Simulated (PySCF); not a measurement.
F₂H₄N₂Si, SMILES N[Si](N)(F)F. Atoms are numbered in the order given.

```xyz
9

N     -1.3432     0.3655    -0.9619
Si     0.0000     0.0000     0.0018
N      1.3432    -0.3655    -0.9619
F     -0.5114    -1.1623     1.0054
F      0.5114     1.1623     1.0054
H     -1.2842     1.0350    -1.7182
H     -2.2859     0.2556    -0.6099
H      1.2842    -1.0350    -1.7182
H      2.2859    -0.2556    -0.6099
```
Charge 0, spin multiplicity 1.

Geometry optimised at PBE0-D3(BJ)/def2-SVP. One conformer was computed; it need not be the lowest.

Two levels are set side by side: PBE/pcSseg-1 (PySCF) and KT2/pcSseg-1 (PySCF). GIAO shifts against CFCl3 (¹⁹F), NH3 (¹⁵N), TMS (²⁹Si), TMS (¹H) at the same level; non-relativistic, no solvent, atoms listed together averaged. Differences are taken from unrounded values.

| quantity | PBE |
|---|---|
| δ(¹⁵N) of N1, N3 (ppm) | 27.2 |
| δ(²⁹Si) of Si2 (ppm) | -52.4 |
| δ(¹⁹F) of F4, F5 (ppm) | -175.1 |
| δ(¹H) of H6, H7, H8, H9 (ppm) | 0.97 |

**Question.** These are the PBE values. What does KT2 give? (Estimate from the structure and the level; the computed values follow.)

**Answer.** 
| quantity | KT2 | PBE minus KT2 |
|---|---|---|
| δ(¹⁵N) of N1, N3 (ppm) | 24.4 | 2.8 |
| δ(²⁹Si) of Si2 (ppm) | -49.7 | -2.8 |
| δ(¹⁹F) of F4, F5 (ppm) | -182.5 | 7.4 |
| δ(¹H) of H6, H7, H8, H9 (ppm) | 1.05 | -0.08 |

Rough cost on one machine, each run with all the roots and properties that it gave: KT2 against PBE within a factor of 2.
